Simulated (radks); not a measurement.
Problem. These are the eigenvalues of the occupied orbitals of an atom or ion with whole-number occupations (eV). Calculated with a radial shooting solver on a logarithmic mesh with Libxc functionals: Dirac Kohn-Sham, PBE, spin-unpolarised, spherical densities, finite nucleus; Fermi nuclear charge, rms radius of each element as measured or else 0.836 A^(1/3) + 0.57 fm.

| orbital | eigenvalue |
|---|---|
| 1s1/2 | -9544.117 |
| 2s1/2 | -1178.421 |
| 2p1/2 | -1040.244 |
| 2p3/2 | -1016.366 |
| 3s1/2 | -150.0724 |
| 3p1/2 | -106.3393 |
| 3p3/2 | -103.2850 |
| 3d3/2 | -31.0718 |
| 3d5/2 | -30.7087 |

Which element is it, and in what charge state? The configuration may be excited. Open shells, if any, fill j = l - 1/2 first.

Solution. Z = 30, zinc, charge +2: Zn2+ in [Ar] 3d10. The list shows which subshells hold electrons but not how many an open one holds; the 1s level, -350.74 hartree, gives Z - s = 26.5 by -(Z - s)^2/2, which with screening and relativity narrows Z to a few neighbours, and the depths of the outer levels then fix element, charge and occupations together.
